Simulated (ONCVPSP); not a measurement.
# What one change does to a pseudopotential (boron (B), ONCV)

boron (B), optimised norm-conserving Vanderbilt (ONCV), made with ONCVPSP 4.0.1 (LDA (Perdew-Zunger), non-relativistic). Core [He], reference 2s1 2p2. Waves: 2s: rc 1.30 bohr, ncon 4, nbas 7, qcut 4 1/bohr, 1 projector; 2p: rc 2.00 bohr, ncon 3, nbas 7, qcut 4.4 1/bohr, 1 projector. Local part: polynomial inside 1.15 bohr (lpopt 5, dvloc0 6 Ha). Core correction: Teter function, fcfact 4.75, rcfact 1.15.

All-electron outer shells of the reference configuration (LDA (Perdew-Zunger), non-relativistic, ld1.x):

| shell | level (eV) | outermost node (bohr) | outermost maximum (bohr) |
| --- | --- | --- | --- |
| 1s | -179.63 | – | 0.21 |
| 2s | -9.85 | 0.46 | 1.52 |
| 2p | -4.15 | – | 1.53 |

Change: s: nproj 3.

Cutoffs: the cutoffs (Ha) at which the residual kinetic energy of the hardest occupied pseudo-wave falls to 1 and 0.1 mHa per electron; they do not see the model core or the augmentation charge, which bear on the density cutoff. Errors are all-electron minus pseudo energies relative to the spin-unpolarised reference configuration.

Question: Predict the effect on cutoff, ghosts and configuration errors.

Answer: The potential gets neither clearly harder nor softer (23 Ha and 61 Ha → 23 Ha and 61 Ha); a bound ghost appears in s, which as a rule spoils a file; the errors of the 4 common tests hardly move; the range in which the s phases agree widens (upper end 3.0 → at the end of the scan).

| quantity | base | changed |
| --- | --- | --- |
| cutoff, loose | 23 Ha | 23 Ha |
| cutoff, tight | 61 Ha | 61 Ha |
| bound ghosts | none | s |
| GHOST(+) flags under 300 eV | none | none |
| error for 2s2 2p1, meV [ΔE -5.68 eV] | -2.0 | -2.1 |
| error for 2s2 2p0, meV [ΔE 2.65 eV] | +72 | +71 |
| error for 2s1 2p0, meV [ΔE 27.95 eV] | +252 | +245 |
| error for 2s1 2p1, meV [ΔE 8.60 eV] | +18 | +17 |
| s: phases at 1.32 bohr within 0.05 rad from the reference energy up to (Ha; the scan ends near 5) | 3.0 | to the end of the scan |
| p: phases at 2.03 bohr within 0.05 rad from the reference energy up to (Ha; the scan ends near 5) | 1.0 | 1.0 |
| rms error of d²Exc/dni dnj with the model core, mHa | 1.85 | 1.85 |

 A true bound ghost makes a file unfit for plane-wave use even where its test errors are small: the radial tests pick states by their node count and pass the ghost by.
